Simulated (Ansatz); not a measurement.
Question: Name a neutral molecule of Br, Cl, Sn with HOMO–LUMO gap (B3LYP/def2-TZVPP) between 4.25 and 4.55 eV and HOMO–LUMO gap (PBE/def2-TZVPP) between 2.85 and 3.15 eV (Ansatz, PBE0-D4/def2-TZVP geometry).

Answer: `[Cl][Sn][Br]` (4.28 eV, 3.00 eV). Other molecules can fit too; these were computed, each in one conformer that needn't be the lowest.

B3LYP here is the variant with VWN-RPA as its local correlation; programs differ in this.
